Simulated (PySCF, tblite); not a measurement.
Isomers of C6H10FP, one GFN2-xTB conformer each. Single-point energies are computed at PBE0/pcSseg-1 (PySCF, gas phase, no added dispersion term), electronic only.

**Question.** Rank them by PBE0/pcSseg-1 energy, lowest first (kcal/mol).
A. `[CH2:1]=[CH:2]/[P:3]=[C:4](\[F:5])[CH:6]([CH3:7])[CH3:8]` with C1–C2–P3–C4 180°, P3–C4–C6–C7 119°
B. `[CH3:1][C:2]1=[C:3]([F:4])[P:5]([CH3:6])[CH2:7][CH2:8]1` with C2–C3–P5–C6 -90°, C3–P5–C7–C8 -17°, P5–C7–C8–C2 20°, C1–C2–C8–C7 167°
C. `[CH3:1][CH2:2][C:3]1=[C:4]([F:5])[CH2:6][PH:7][CH2:8]1` with C1–C2–C3–C4 114°, C3–C4–C6–P7 -16°, C4–C6–P7–C8 21°, C6–P7–C8–C3 -22°, C2–C3–C8–P7 -165°

**Answer.** B (0.0), C (0.9), A (24.6).

Neighbours under 2.5 kcal/mol apart (CC1=C(F)P(C)CC1 and CCC1=C(F)CPC1) can change places with a better method, another conformer or zero-point energy. GFN2-xTB itself gives, in the same order: 0.9, 0.0, 33.4. GFN2-xTB puts CCC1=C(F)CPC1 lowest instead; measured from each level's own lowest isomer, the values differ by up to 8.8 kcal/mol (C=C/P=C(\F)C(C)C: 33.4 against 24.6).

**Question.** Which frontier levels, dipoles and rotational constants go with these structures?

**Answer.** 
```tsv
SMILES	HOMO (eV, PBE0/pcSseg-1)	LUMO (eV)	dipole (D)	A, B, C (MHz)
CC1=C(F)P(C)CC1	-6.45	0.21	2.66	2339, 1544, 1129
CCC1=C(F)CPC1	-6.72	0.37	1.03	2414, 1314, 916.0
C=C/P=C(\F)C(C)C	-6.58	-1.53	0.78	3874, 863.0, 831.1
```

**Question.** What happens when harmonic zero-point energies from GFN2-xTB frequencies are added?

**Answer.** 
```
          SMILES  ZPE (kcal/mol)  electronic (kcal/mol)  with ZPE (kcal/mol)
 CC1=C(F)P(C)CC1            90.3                    0.0                  0.0
   CCC1=C(F)CPC1            90.0                    0.9                  0.6
C=C/P=C(\F)C(C)C            89.9                   24.6                 24.1
```

The zero-point energies span 0.4 kcal/mol. The order is unchanged.

**Question.** As an exercise, what shares would exp(−E/RT) give at 298.15 K from these electronic energies alone (no entropy, no degeneracies)?

**Answer.** RT = 0.592 kcal/mol: CC1=C(F)P(C)CC1 81.7 %, CCC1=C(F)CPC1 18.3 %, C=C/P=C(\F)C(C)C under 0.1 %.
